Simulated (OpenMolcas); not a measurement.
**Nb2+ in a point-charge field**

Nb2+ among 5 point charges of -1 e arranged as a trigonal bipyramid (D3h), 2.32 Å from the ion, with the axial distance 2.390 Å.
```
   2.3200    0.0000    0.0000  -1.00
  -1.1600    2.0092    0.0000  -1.00
  -1.1600   -2.0092    0.0000  -1.00
   0.0000    0.0000    2.3896  -1.00
   0.0000    0.0000   -2.3896  -1.00
```

* Program: OpenMolcas 26.06
* Method: CASSCF
* Basis: ANO-RCC-VDZP [6s5p3d1f]
* Scalar Hamiltonian: DKH2, point nucleus
* Active space: 3 electrons in 5 orbitals (4d)
* State averaging: 2S+1 = 4 even, 10 roots; 2S+1 = 2 even, 40 roots
* Spin-orbit coupling: RASSI with atomic mean-field integrals over the reference wave functions

The lowest spin-free states (labels of D3, the rotations of D3h), above the lowest:

```csv
State,Degeneracy,E (cm-1),Free-ion L (%)
4E,2,0.0,F (100)
4E,2,2712,F (94)
4A1,1,5505,F (100)
4A2,1,5570,F (100)
4A2,1,5574,F (100)
2E,2,11820,G (76)
2E,2,12010,G (77)
2E,2,12091,G (69)
2A1,1,12317,G (84)
4E,2,13215,P (94)
2A2,1,13790,G (87)
2A1,1,14262,G (86)
2E,2,14513,H (100)
2A2,1,15137,P (55)
4A2,1,15322,P (100)
2E,2,15720,P (51)
2E,2,16215,H (55)
2E,2,17942,H (41)
2A1,1,18748,H (90)
2A2,1,18983,H (91)
```

The lowest levels with spin-orbit coupling:

```json
{"E (cm-1)": "0.0", "Degeneracy": "2", "Label": "E1/2", "2S+1": "4", "g": "0.04 0.04 2.05"}
{"E (cm-1)": "289.2", "Degeneracy": "2", "Label": "E3/2", "2S+1": "4", "g": "0.00 0.00 1.95"}
{"E (cm-1)": "666.1", "Degeneracy": "2", "Label": "E1/2", "2S+1": "4", "g": "0.00 0.00 5.93"}
{"E (cm-1)": "1112", "Degeneracy": "2", "Label": "E1/2", "2S+1": "4", "g": "0.01 0.01 9.89"}
{"E (cm-1)": "2913", "Degeneracy": "2", "Label": "E1/2", "2S+1": "4", "g": "2.44 2.44 3.27"}
{"E (cm-1)": "3229", "Degeneracy": "2", "Label": "E1/2", "2S+1": "4", "g": "0.70 3.60 3.60"}
{"E (cm-1)": "3398", "Degeneracy": "2", "Label": "E3/2", "2S+1": "4", "g": "0.00 0.00 3.96"}
{"E (cm-1)": "3667", "Degeneracy": "2", "Label": "E1/2", "2S+1": "4", "g": "0.00 0.00 7.91"}
{"E (cm-1)": "5364", "Degeneracy": "2", "Label": "E3/2", "2S+1": "4", "g": "0.00 0.00 0.09"}
{"E (cm-1)": "5933", "Degeneracy": "2", "Label": "E1/2", "2S+1": "4", "g": "0.59 0.59 3.86"}
{"E (cm-1)": "6259", "Degeneracy": "2", "Label": "E3/2", "2S+1": "4", "g": "0.00 0.00 5.92"}
{"E (cm-1)": "6361", "Degeneracy": "2", "Label": "E1/2", "2S+1": "4", "g": "1.97 5.16 5.16"}
{"E (cm-1)": "6437", "Degeneracy": "2", "Label": "E1/2", "2S+1": "4", "g": "0.58 0.58 7.84"}
{"E (cm-1)": "6883", "Degeneracy": "2", "Label": "E3/2", "2S+1": "4", "g": "0.00 0.00 11.86"}
{"E (cm-1)": "12012", "Degeneracy": "2", "Label": "E1/2", "2S+1": "2", "g": "0.06 0.06 5.65"}
{"E (cm-1)": "12321", "Degeneracy": "2", "Label": "E3/2", "2S+1": "2", "g": "0.00 0.00 3.40"}
{"E (cm-1)": "12449", "Degeneracy": "2", "Label": "E1/2", "2S+1": "2", "g": "1.34 1.82 1.82"}
{"E (cm-1)": "12502", "Degeneracy": "2", "Label": "E1/2", "2S+1": "2", "g": "0.19 0.19 5.57"}
{"E (cm-1)": "12680", "Degeneracy": "2", "Label": "E3/2", "2S+1": "2", "g": "0.00 0.00 2.18"}
{"E (cm-1)": "12895", "Degeneracy": "2", "Label": "E3/2", "2S+1": "2", "g": "0.00 0.00 9.39"}
```

Powder χT (cm3 K/mol): 0.137 at 2 K, 0.158 at 10 K, 0.262 at 50 K, 0.389 at 100 K, 0.607 at 200 K, 0.792 at 300 K. The effective moment at 300 K is 2.828 √(χT) = 2.52 μB.

The lowest level has 2S+1 = 4, for which the spin-only value is χT = S(S+1) / 2 = 1.875 cm3 K/mol (g = 2). The computed 0.792 at 300 K differs by -1.083, through orbital momentum, spin-orbit coupling and any other state in reach.

An orbital doublet at a regular site is open to a Jahn-Teller distortion, which this geometry leaves out. Without dynamic correlation the repulsion within the d shell is too large (B by tens of per cent), so at a given field states of lower spin stand too high. This is an electrostatic model: the charges have no orbitals. No measured value stands beside these numbers.
